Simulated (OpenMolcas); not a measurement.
# Multiconfigurational calculation on La II

Input:

```
&GATEWAY
Coord
1

La 0.0 0.0 0.0
Basis=ANO-RCC-VDZP
Group=XYZ
NoMove
AngMom=0.0 0.0 0.0
AMFI
&SEWARD
* reference wave functions (RASSCF and RASSI steps not shown): 2 electrons in 6 orbitals (5d 6s)
>>> COPY JOB001 $Project.JobIph
&CASPT2
Multistate=15 1 2 3 4 5 6 7 8 9 10 11 12 13 14 15
Frozen=14 9
IPEA=0.25
Imaginary=0.1
MaxIter=60
WThr=0.0 0.3 0.05
PrWF=0.5
NoMix
>>> COPY JOB002 $Project.JobIph
&CASPT2
Multistate=21 1 2 3 4 5 6 7 8 9 10 11 12 13 14 15 16 17 18 19 20 21
Frozen=14 9
IPEA=0.25
Imaginary=0.1
MaxIter=60
WThr=0.0 0.3 0.05
PrWF=0.5
NoMix
```

Launched by
```bash
OMP_NUM_THREADS=1 MOLCAS_MEM=1689 MOLCAS_PROJECT=a pymolcas a.inp > a.log  # once for each step of the input, in one work folder
```

Output, cut to the results:

```
--- CASPT2 ---
Orbital specifications:
      -----------------------

      Symmetry species                           1   2
                                                ag  au
      Frozen orbitals                           14   9
      Inactive orbitals                          1   3
      Active orbitals                            6   0
      Secondary orbitals                        15  20
      Deleted orbitals                           0   0
      Number of basis functions                 36  32
Type of calculation                        MS-CASPT2
      Fock operator                              state-specific
      IPEA shift                                 0.25
      Real shift                                 0.00
      Imaginary shift                            0.10
      The input orbitals will be transformed to quasi-canonical
Reference energy:       -8486.3500584504
      E2 (Non-variational):      -0.1954459249
      Shift correction:          -0.0003250252
      E2 (Variational):          -0.1957709501
      Total energy:           -8486.5458294005
      Residual norm:              0.0000001384
      Reference weight:           0.93256
      Contributions to the CASPT2 correlation energy
      Active & Virtual Only:         -0.0050561713
      One Inactive Excited:          -0.0624391377
      Two Inactive Excited:          -0.1279506158
Reference energy:       -8486.3500584504
      E2 (Non-variational):      -0.1951527072
      Shift correction:          -0.0003257324
      E2 (Variational):          -0.1954784395
      Total energy:           -8486.5455368899
      Residual norm:              0.0000001481
      Reference weight:           0.93271
      Contributions to the CASPT2 correlation energy
      Active & Virtual Only:         -0.0051757289
      One Inactive Excited:          -0.0619895461
      Two Inactive Excited:          -0.1279874322
::    CASPT2 Root  1     Total energy:  -8486.54582940
::    CASPT2 Root  2     Total energy:  -8486.54553689
::    CASPT2 Root  3     Total energy:  -8486.54621822
::    CASPT2 Root  4     Total energy:  -8486.54594398
::    CASPT2 Root  5     Total energy:  -8486.54558315
::    CASPT2 Root  6     Total energy:  -8486.54654091
::    CASPT2 Root  7     Total energy:  -8486.54664096
::    CASPT2 Root  8     Total energy:  -8486.53816414
::    CASPT2 Root  9     Total energy:  -8486.53815212
::    CASPT2 Root 10     Total energy:  -8486.53815116
::    CASPT2 Root 11     Total energy:  -8486.53812757
::    CASPT2 Root 12     Total energy:  -8486.53813736
::    CASPT2 Root 13     Total energy:  -8486.52140925
::    CASPT2 Root 14     Total energy:  -8486.52140927
::    CASPT2 Root 15     Total energy:  -8486.52140926
::    MS-CASPT2 Root  1     Total energy:  -8486.54717838
::    MS-CASPT2 Root  2     Total energy:  -8486.54672711
::    MS-CASPT2 Root  3     Total energy:  -8486.54652273
::    MS-CASPT2 Root  4     Total energy:  -8486.54620760
::    MS-CASPT2 Root  5     Total energy:  -8486.54560130
::    MS-CASPT2 Root  6     Total energy:  -8486.54513595
::    MS-CASPT2 Root  7     Total energy:  -8486.54500467
::    MS-CASPT2 Root  8     Total energy:  -8486.53817176
::    MS-CASPT2 Root  9     Total energy:  -8486.53815316
::    MS-CASPT2 Root 10     Total energy:  -8486.53815082
::    MS-CASPT2 Root 11     Total energy:  -8486.53813327
::    MS-CASPT2 Root 12     Total energy:  -8486.53812253
::    MS-CASPT2 Root 13     Total energy:  -8486.52140106
::    MS-CASPT2 Root 14     Total energy:  -8486.52137236
::    MS-CASPT2 Root 15     Total energy:  -8486.52137096
--- CASPT2 ---
Orbital specifications:
      -----------------------

      Symmetry species                           1   2
                                                ag  au
      Frozen orbitals                           14   9
      Inactive orbitals                          1   3
      Active orbitals                            6   0
      Secondary orbitals                        15  20
      Deleted orbitals                           0   0
      Number of basis functions                 36  32
Type of calculation                        MS-CASPT2
      Fock operator                              state-specific
      IPEA shift                                 0.25
      Real shift                                 0.00
      Imaginary shift                            0.10
      The input orbitals will be transformed to quasi-canonical
Reference energy:       -8486.3486913275
      E2 (Non-variational):      -0.1978820222
      Shift correction:          -0.0004601911
      E2 (Variational):          -0.1983422133
      Total energy:           -8486.5470335409
      Residual norm:              0.0000000786
      Reference weight:           0.92755
      Contributions to the CASPT2 correlation energy
      Active & Virtual Only:         -0.0072606688
      One Inactive Excited:          -0.0575601520
      Two Inactive Excited:          -0.1330612015
Reference energy:       -8486.3486913275
      E2 (Non-variational):      -0.1979116900
      Shift correction:          -0.0004604823
      E2 (Variational):          -0.1983721723
      Total energy:           -8486.5470634998
      Residual norm:              0.0000000781
      Reference weight:           0.92753
      Contributions to the CASPT2 correlation energy
      Active & Virtual Only:         -0.0072605186
      One Inactive Excited:          -0.0575880541
      Two Inactive Excited:          -0.1330631173
::    CASPT2 Root  1     Total energy:  -8486.54703354
::    CASPT2 Root  2     Total energy:  -8486.54706350
::    CASPT2 Root  3     Total energy:  -8486.54680137
::    CASPT2 Root  4     Total energy:  -8486.54669019
::    CASPT2 Root  5     Total energy:  -8486.54698968
::    CASPT2 Root  6     Total energy:  -8486.51971945
::    CASPT2 Root  7     Total energy:  -8486.51665968
::    CASPT2 Root  8     Total energy:  -8486.51632787
::    CASPT2 Root  9     Total energy:  -8486.51618813
...
```

Levels above the lowest, from the spin-orbit matrix with the multistate effective Hamiltonian, averaged by term, added to it:

| Configuration | Term | J | E (eV) | Measured (eV) | Term weight % |
| --- | --- | --- | --- | --- | --- |
| 5d² | ³F | 2 | 0.0000 | 0.0000 | 76 |
| 5d² | ³F | 3 | 0.1445 | 0.1260 | 100 |
| 5d² | ¹D | 2 | 0.1719 |  | 69 |
| 5d² | ³F | 4 | 0.271 | 0.2443 | 99 |
| 5d 6s | ³D | 1 | 0.293 | 0.2350 | 100 |
| 5d 6s | ³D | 2 | 0.370 | 0.3213 | 93 |
| 5d 6s | ³D | 3 | 0.459 | 0.4030 | 100 |
| 5d² | ³P | 0 | 0.739 | 0.6509 | 84 |
| 5d² | ³P | 1 | 0.815 | 0.7090 | 100 |
| 5d² | ³P | 2 | 0.878 | 0.7721 | 97 |
| 6s² | ¹S | 0 | 0.913 | 0.9168 | 84 |
| 5d² | ¹G | 4 | 0.986 | 0.9266 | 99 |
| 5d 6s | ¹D | 2 | 1.300 |  | 97 |
| 5d² | ¹S | 0 | 2.121 |  | 98 |

Against the 10 measured excited levels shown (NIST Handbook of Basic Atomic Spectroscopic Data) the mean absolute deviation is 460 cm-1; the largest miss in energy is 5d² ³P₂: computed 0.878, measured 0.7721 eV (+13.7 %), and the largest in proportion 5d 6s ³D₁ (+24.7 %).

CASPT2 breaks the degeneracy within a term, and the mean is taken; among the terms shown or strongly mixed into the levels shown the widest spread is 770 cm-1 (5d² ¹G). Over all roots computed the reference weight is 0.86 to 0.93; the roots of lowest weight are the least certain, and an intruder state may touch them. Some levels mix across a computed gap that differs much from the measured one, so their mixing is not that of the real levels. Terms from blocks run as CI alone lack orbitals of their own. Configurations are named by rounded mean occupations; where the s occupation lies near a half they are strongly mixed, a name can repeat and a true partner stay unpaired. A single d shell beside an s shell can misplace configurations of different d count against each other. The CASPT2 spread within a term exceeds the gap to the next term for 5d² ¹D and 5d² ³F, 6s² ¹S and 5d² ¹G, so the order of their levels is uncertain, and so are names and mixing where such terms share a J. Computed and measured levels are paired by configuration, term and J; levels that our copy of the source lacks, or whose pairing is in doubt (as where it misses far off the trend of its configuration), stay unpaired and out of the deviations. Only configurations of the active space appear.

The CASPT2 steps took 8.6 s on 1 thread of AMD EPYC 7R43 64-Core Processor (Zen 3), with other jobs on the host; the integral step is not counted.

The term weight is that of the spin-free term in the level, not the purity of its configuration.
